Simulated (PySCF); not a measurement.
Electron correlation in Kr (krypton, neutral)

[Kr], closed-shell 1S. All numbers are calculated (PySCF 2.14, the spin-free X2C one-electron Hamiltonian (Gaussian nucleus), in cc-pVTZ-DK (6s5p3d1f, 43 functions)). Frozen: [Ar] 3d10; 8 electrons correlated.

MP2 pair energies summed by pair of shells (mhartree):

| pair | energy | share (%) |
| --- | --- | --- |
| 4p-4p | -124.04 | 72.4 |
| 4s-4p | -39.81 | 23.2 |
| 4s-4s | -7.42 | 4.3 |

Total MP2 correlation energy: -171.27 mhartree.

Same-spin part -42.70 and opposite-spin part -128.57 mhartree; SCS-MP2 scales them by 1/3 and 6/5 to -168.52 mhartree.

| level | correlation energy (mhartree) |
| --- | --- |
| CCSD | -186.78 |
| (T) | -5.29 |
| CCSD(T) | -192.07 |

Diagnostics: T1 = 0.0020, D1 = 0.0056, largest double amplitude 0.046.

Cost of the coupled-cluster step: 0.09 s of wall time on 1 thread of Intel(R) Xeon(R) 6975P-C (shared host), for 8 correlated electrons.
